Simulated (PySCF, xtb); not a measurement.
C4H5NSi, SMILES C#C[SiH](N)C#C. Other conformers were not sampled.

Harmonic wavenumbers (cm⁻¹) from xtb with GFN2-xTB at its own minimum, in rising order: 79, 129, 130, 178, 216, 268, 297, 322, 497, 593, 607, 655, 672, 679, 681, 688, 715, 827, 901, 1527, 2207, 2218, 2220, 3350, 3352, 3482, 3516.

**Question.** What does B3LYP-D3(BJ)/def2-SVP (PySCF) give at its own minimum? (An estimate is asked for; the answer gives what the named calculation found.)

**Answer.** 93, 135, 150, 193, 244, 334, 397, 407, 430, 588, 656, 738, 740, 741, 743, 751, 846, 870, 919, 1542, 2145, 2156, 2255, 3455, 3457, 3561, 3654. Paired by order, the mean absolute difference is 59 cm⁻¹ and the zero-point energies are 44.3 and 46.0 kcal/mol.
